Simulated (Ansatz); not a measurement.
FGeH (SMILES [F][GeH]) moved off its minimum; all values from Ansatz (an electronic-structure program), cores frozen in correlated methods.
(charge 0, multiplicity 1)
```xyz
3

Ge    -0.32055    -0.25546     0.31825
H     -0.91733    -1.12995    -0.86278
F      0.54147     0.83243    -0.74227
```

| level | largest force (eV/Å) | on atom | rms difference from CCSD(T)/aug-cc-pVTZ (eV/Å) | dipole (D) |
|---|---|---|---|---|
| HF/def2-TZVPP | 0.44 | Ge1 | 0.410 | 2.05 |
| PBE/def2-TZVPP | 1.03 | Ge1 | 0.250 | 1.65 |
| r2SCAN/def2-TZVPP | 0.41 | Ge1 | 0.077 | 1.69 |
| B3LYP/def2-TZVPP | 0.70 | Ge1 | 0.093 | 1.87 |
| wB97M-V/def2-TZVPP | 0.40 | Ge1 | 0.063 | 1.87 |
| MP2/aug-cc-pVTZ | 0.49 | Ge1 | 0.060 | 1.81 |
| CCSD(T)/aug-cc-pVTZ | 0.50 | Ge1 | 0.000 | 1.84 |

The differences count from one level among others, with limits of its own. Forces at CCSD(T)/aug-cc-pVTZ (eV/Å):

| atom | Fx | Fy | Fz |
|---|---|---|---|
| Ge1 | -0.093 | -0.093 | 0.481 |
| H2 | -0.127 | -0.185 | -0.228 |
| F3 | 0.220 | 0.278 | -0.254 |

Doubts at one or more of the structures used: a restricted determinant that unrestricted orbitals would lower (MP2/aug-cc-pVTZ, CCSD(T)/aug-cc-pVTZ).
